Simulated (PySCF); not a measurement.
**Trend along the halogens: MPd molecules**

PBE0 with triple-zeta basis sets in PySCF, for the lowest determinant that a PBE0 search found; no spin–orbit coupling. De refers to high-spin ground-configuration atoms. A positive dipole means M(−)Pd(+).

| M | basis | state (unpaired electrons) | Re (Å) | ωe (cm⁻¹) | De (eV) | μ (D) |
| --- | --- | --- | --- | --- | --- | --- |
| F | def2-TZVPP | doublet (σ ↑) | 1.915 | 560 | 3.36 | 4.81 |
| Cl | x2c-TZVPPall | doublet (σ ↑) | 2.231 | 364 | 2.93 | 4.75 |
| Br | def2-TZVPP | doublet (σ ↑) | 2.360 | 261 | 2.76 | 4.68 |
| I | def2-TZVPP | doublet (σ ↑) | 2.524 | 213 | 2.40 | 4.31 |

The shortest bond is that of PdF (1.915 Å), the longest that of PdI (2.524 Å). PdF is bound most strongly (3.36 eV) and PdI least (2.40 eV).

The rows differ in basis set, which adds steps of its own.

Down a group the atoms grow and get heavier, so bonds lengthen and wavenumbers fall; this series shows no clear exception.

The metal atom is held in its measured ground configuration; semilocal functionals can put another filling of s and d lower by some tenths of an eV, and De to that atom would be smaller. These are scalar-relativistic numbers at best; spin–orbit coupling would shift them, the dissociation energy most. With d or f electrons several states lie close, and the lowest PBE0 determinant need not be the measured ground state.
